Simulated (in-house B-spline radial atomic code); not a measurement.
The numbers below are computed, except where a source is named.
## Cs in electron gases of falling density

A nucleus sits in a uniform electron gas with a rigid positive background. The Kohn-Sham equations are solved self-consistently in the spin-unpolarised LDA (PW92), non-relativistic, on B-splines with outgoing waves at the boundary and partial waves to l = 8. The model has no lattice, no bands and no magnetic solution. Atomic units; δ_l are the phase shifts at the Fermi level, counted so that each bound state adds π, and good to about 0.0005.

```csv
r_s (bohr),k_F,δ0/π,δ1/π,δ2/π,shallowest bound level (hartree),σ_tr (bohr²),Q (a.u.)
1.5,1.2794,4.175,3.413,2.280,s -0.315,17.26,1.562
1.65,1.1631,4.256,3.487,2.314,p -0.0335,22.36,1.382
1.8,1.0662,4.326,3.548,2.334,p -0.071,31.44,1.372
2,0.9596,4.402,3.615,2.342,p -0.11,46.52,1.332
2.07,0.9271,4.425,3.635,2.341,p -0.122,52.20,1.303
2.2,0.8723,4.466,3.670,2.336,p -0.141,63.03,1.233
2.4,0.7996,4.522,3.716,2.322,p -0.169,79.61,1.099
2.67,0.7188,4.589,3.769,2.299,p -0.202,99.52,0.897
3,0.6397,4.663,3.824,2.267,p -0.237,115.96,0.656
3.3,0.5816,4.724,3.866,2.237,p -0.264,120.95,0.467
3.6,0.5331,4.781,3.902,2.209,p -0.287,116.37,0.317
4,0.4798,4.851,3.944,2.173,p -0.312,98.45,0.176
```

Q = n k_F σ_tr, with n = 3/(4π r_s³).

(1) How does the screening charge move between partial waves as the gas thins?

(2) What end-to-end powers of r_s do the first and last rows give for σ_tr and Q?

Answers

(1) By (2/π)(2l + 1) δ_l, at r_s = 1.5 it is s 8.35, p 20.48, d 22.80, f and beyond 3.38, and at r_s = 4 s 9.70, p 23.66, d 21.73, f and beyond -0.10. The free atom is [Xe] 6s1.

(2) σ_tr goes as r_s^+1.78 and Q as r_s^-2.22. Since n k_F/k_F² goes as r_s⁻², Q = 4π n Σ/k_F would fall as r_s⁻² at fixed phase shifts; the sum Σ (l + 1) sin²(δ_l − δ_(l+1)) is 2.248 in the first row and 1.803 in the last, and ranges from 1.80 to 4.09 between them, so these powers are no law.
